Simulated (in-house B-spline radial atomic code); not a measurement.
A run on an ion of nuclear charge 22 with 22.8 electrons that did not converge. Method: scalar-relativistic (X2C) PW91, spin-polarised, spherical fractional occupations, Fermi nucleus of rms radius 3.5921 fm; computed with a B-spline radial code for spherical atoms.

Command:
```bash
python run_scf.py task.json out
```
Settings (nuclear radius in fm, mass in u):
```
Z                22
configuration    [Ar] 3d2.8 4s2
hamiltonian      x2c
method           pw91,pw91
spin_polarised   True
nucleus          fermi
rms_radius       3.5921
atomic_mass      47.94794
speed_of_light   137.035999084
```

First and last ten iterations of the last attempt (damped for 15 steps, keeping 80 % of the old Fock matrix, then DIIS):
```
 iter        energy (Eh)    residual
    1        -849.963440    2.85e-01
    2        -850.047342    2.96e-01
    3        -851.866295    1.93e-01
    4        -852.868900    1.16e-01
    5        -853.385191    6.41e-02
    6        -853.630633    3.90e-02
    7        -853.735983    2.44e-02
    8        -853.775296    1.42e-02
    9        -853.787737    9.31e-03
   10        -853.791498    6.19e-03
  111        -852.110076    7.71e-02
  112        -851.424847    7.84e-02
  113        -851.424824    7.84e-02
  114        -851.424815    7.84e-02
  115        -851.424927    7.84e-02
  116        -851.424922    7.84e-02
  117        -851.421257    7.84e-02
  118        -852.135238    7.64e-02
  119        -853.780739    9.09e-03
  120        -853.780534    9.14e-03
 not converged after 120 iterations
```

The smallest residual met was 4.7e-03; the threshold is about 2e-07. No energy from this run should be used. The likely cause: this method binds the added charge weakly or not at all at the basis-set limit, so charge moves back and forth between the atom and the box. Cost of the run: 1.7 s on 1 thread of Arm Neoverse V2, on a shared host.
